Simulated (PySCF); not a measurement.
Stepwise substitution at one centre (B NH2-SiH3). Isolated molecules, 0 K electronic values unless said otherwise. Strings in code marks are SMILES.

Level of theory: B3LYP-D3(BJ)/def2-TZVP run with PySCF. B3LYP has the VWN-RPA correlation part, as in Gaussian. Delta-SCF ions had no search for a lower state. Excitations are Tamm–Dancoff values on a coarser integration grid. The basis has no diffuse functions, so Rydberg states are missing or too high.

```json
[
 {"species": "0 of 3 NH2 replaced by SiH3 (`B(N)(N)N`)", "T1 excitation (TDA) (eV)": "5.50", "dipole moment (D)": "0.02", "S1 excitation (TDA) (eV)": "(withheld)", "vertical ionisation energy (Delta-SCF) (eV)": "(withheld)", "HOMO–LUMO gap (eV)": "6.81"},
 {"species": "1 of 3 NH2 replaced by SiH3 (`B(N)([SiH3])N`)", "T1 excitation (TDA) (eV)": "5.56", "dipole moment (D)": "(withheld)", "S1 excitation (TDA) (eV)": "(withheld)", "vertical ionisation energy (Delta-SCF) (eV)": "9.29", "HOMO–LUMO gap (eV)": "7.22"},
 {"species": "2 of 3 NH2 replaced by SiH3 (`B(N)([SiH3])[SiH3]`)", "T1 excitation (TDA) (eV)": "4.07", "dipole moment (D)": "2.62", "S1 excitation (TDA) (eV)": "4.75", "vertical ionisation energy (Delta-SCF) (eV)": "(withheld)", "HOMO–LUMO gap (eV)": "5.96"},
 {"species": "3 of 3 NH2 replaced by SiH3 (`[SiH3]B([SiH3])[SiH3]`)", "T1 excitation (TDA) (eV)": "2.56", "dipole moment (D)": "0.03", "S1 excitation (TDA) (eV)": "3.25", "vertical ionisation energy (Delta-SCF) (eV)": "9.72", "HOMO–LUMO gap (eV)": "4.50"}
]
```

### Question
Fill in the missing entries.

### Answer

- 0 of 3 NH2 replaced by SiH3 (`B(N)(N)N`), S1 excitation (TDA) (eV): 5.76
- 0 of 3 NH2 replaced by SiH3 (`B(N)(N)N`), vertical ionisation energy (Delta-SCF) (eV): 8.79
- 1 of 3 NH2 replaced by SiH3 (`B(N)([SiH3])N`), dipole moment (D): 2.45
- 1 of 3 NH2 replaced by SiH3 (`B(N)([SiH3])N`), S1 excitation (TDA) (eV): 6.22
- 2 of 3 NH2 replaced by SiH3 (`B(N)([SiH3])[SiH3]`), vertical ionisation energy (Delta-SCF) (eV): 9.25
